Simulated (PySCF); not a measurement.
A PySCF script (with the pyscf-properties extension) for the NMR shieldings of SMILES CC#C[C@@H]1CO[Si@@H]1P, C5H9OPSi, on a GFN2-xTB geometry:

```python
import basis_set_exchange as bse
import numpy as np
from pyscf import gto, dft
from pyscf.prop import nmr

atoms = """
C    -2.884308   -1.082552   -0.724682
C    -1.822472   -0.438433    0.018047
C    -0.967408    0.103200    0.663406
C     0.125732    0.726383    1.353716
C     0.613790    2.033037    0.716211
O     1.909837    1.647437    0.257885
Si    1.884424    0.107831    0.864670
P     1.931746   -1.424742   -0.756234
H    -2.629495   -2.126770   -0.905117
H    -3.819712   -1.037863   -0.166622
H    -3.021033   -0.583256   -1.683658
H    -0.086011    0.821361    2.417020
H     0.014051    2.358385   -0.134694
H     0.717184    2.852464    1.429049
H     2.811498   -0.005859    1.999802
H     1.901348   -2.495792    0.120723
H     3.313832   -1.442801   -0.829969
"""
names = dict.fromkeys(["C", "O", "Si", "P", "H"], "pcSseg-1")
basis = {el: gto.basis.parse(bse.get_basis(n, elements=[el], fmt="nwchem")) for el, n in names.items()}
mol = gto.M(atom=atoms, basis=basis, charge=0, verbose=0)
mf = dft.RKS(mol, xc="PBE0")
mf.grids.level = 2
mf.grids.alignment = dft.numint.BLKSIZE   # the property module wants whole blocks of grid points
mf.conv_tol = 1e-9
mf.kernel()

calc = nmr.RKS(mf)   # GIAO
C = mf.mo_coeff
Co = C[:, mf.mo_occ > 0]
resp = mf.gen_response(singlet=True, hermi=2)
def vind(x):   # induced exchange potential for any number of trial vectors
    d = np.einsum("pi,xij,qj->xpq", C, 2 * x.reshape(-1, C.shape[1], Co.shape[1]), Co, optimize=True)
    return np.einsum("xpq,pi,qj->xij", resp(d - d.transpose(0, 2, 1)), C, Co, optimize=True).ravel()
mo1, _ = nmr.rhf.solve_mo1(calc, with_cphf=vind)
sigma = calc.kernel(mo1)
for i, s in enumerate(sigma):   # ppm
    print("%2d %-2s %9.2f" % (i, mol.atom_pure_symbol(i), np.trace(s) / 3))
```

Q: What does it print?

A: 
```
 0 C     181.75
 1 C      99.01
 2 C     102.48
 3 C     159.87
 4 C     106.93
 5 O     289.16
 6 Si    301.59
 7 P     612.49
 8 H      29.63
 9 H      29.67
10 H      29.57
11 H      28.68
12 H      26.85
13 H      26.57
14 H      24.99
15 H      30.88
16 H      30.43
```

These numbers come from an equivalent density-fitted implementation of the same equations, which agrees with the script to about 0.01 ppm for H and up to a few tenths of a ppm for heavy atoms, so last digits may differ.

Size and cost of the density-fitted run: 195 basis functions, 64 s wall time on 1 thread of an Arm Neoverse N1, shared host; peak memory 0.86 GiB.
